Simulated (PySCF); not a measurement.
PySCF input for Si(Br)2(OH)2 (Br2H2O2Si), SMILES O[Si](O)(Br)Br, SMD-PBE0/6-31G*. The structure is a stationary point at B3LYP-D3(BJ)/def2-SVP. Other conformers were not sampled.

```python
import numpy as np
from pyscf import gto, scf, dft
from pyscf.solvent import smd

mol = gto.M(
    atom='''
    O    -0.07731866    1.37857108    1.58668888
    Si   -0.00000001   -0.00000000    0.68875351
    O     0.07731865   -1.37857108    1.58668889
    Br   -1.83451174    0.00596535   -0.55787661
    Br    1.83451175   -0.00596535   -0.55787660
    H     0.74228335    1.66477753    2.01089542
    H    -0.74228337   -1.66477752    2.01089543
    ''',
    basis='6-31G*',
    charge=0,
    spin=0,
    max_memory=1600,
    verbose=3,
)
mf = dft.RKS(mol, xc='pbe0').density_fit(auxbasis='def2-universal-jkfit')
mf.grids.level = 3
mf.conv_tol = 1e-9
mf.max_cycle = 100
mf.kernel()
res = {}
for name in ['water', 'dimethylsulfoxide', 'cyclohexanone']:
    s = mf.SMD()
    s.with_solvent.solvent, s.with_solvent.sasa_ng = name, 302
    s.kernel(mf.make_rdm1())
    res[name] = (s.e_tot, s.with_solvent.get_cds(), s.dip_moment(), s.mo_energy, s.converged)
    print(f'SMD {name}: dG(solv) = {(s.e_tot - mf.e_tot) * 627.509474:.3f} kcal/mol, of which CDS {res[name][1] * 627.509474:.3f}')
```

Output:

```
converged SCF energy = -5588.12599816755
converged SCF energy = -5588.14350523569
Dipole moment(X, Y, Z, Debye): -0.00000,  0.00000,  2.75598
SMD water: dG(solv) = -10.986 kcal/mol, of which CDS 0.525
converged SCF energy = -5588.14125036426
Dipole moment(X, Y, Z, Debye): -0.00000,  0.00000,  2.65406
SMD dimethylsulfoxide: dG(solv) = -9.571 kcal/mol, of which CDS -4.048
converged SCF energy = -5588.14077756874
Dipole moment(X, Y, Z, Debye): -0.00000,  0.00000,  2.61561
SMD cyclohexanone: dG(solv) = -9.274 kcal/mol, of which CDS -4.158
```

The run converged.

Cost: very roughly 2.0 core-minutes.
